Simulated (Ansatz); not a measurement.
C2H3BFN, SMILES `FB1C=NC1`. The species carries charge 0 and has multiplicity 1.

Cartesian coordinates in Å:
```
F -0.224 -0.703 -2.050
B -0.020 -0.138 -0.884
C -0.667 1.027 -0.087
N -0.340 0.466 1.029
C 0.584 -0.604 0.499
H -1.312 1.901 -0.135
H 0.361 -1.597 0.896
H 1.620 -0.353 0.733
```

(1) List the harmonic frequencies (cm⁻¹, unscaled) at PBE0-D4/def2-TZVP in Ansatz. (Estimate.)

(2) Is this a minimum?

(3) Give the ideal-gas thermochemistry at 298.15 K and 1 bar (rigid rotor, harmonic oscillator; point group C1, symmetry number 1).

(4) And at 400, 500, 600, 800 and 1000 K?

## Answers

(1) The calculation gave: 87, 383, 476, 609, 822, 880, 928, 954, 1043, 1135, 1209, 1271, 1439, 1488, 1597, 3083, 3136, 3172.

(2) Yes, all 18 modes are real.

(3) Zero-point energy 141.8 kJ/mol; H(298) − E = 156.5 kJ/mol; entropy 294.3 J/(mol·K), of which translation 162.0, rotation 104.2, vibration 28.1; G(298) − E = 68.7 kJ/mol. Modes under 100 cm⁻¹ are hindered rotations or soft bends, so the harmonic entropy is rough.

(4) 
```
T (K)  H − E (kJ/mol)  S (J/mol/K)  G − E (kJ/mol)
  400           164.6        317.6            37.6
  500           174.2        338.9             4.7
  600           185.1        358.8           -30.2
  800           209.9        394.4          -105.6
 1000           237.5        425.1          -187.6
```
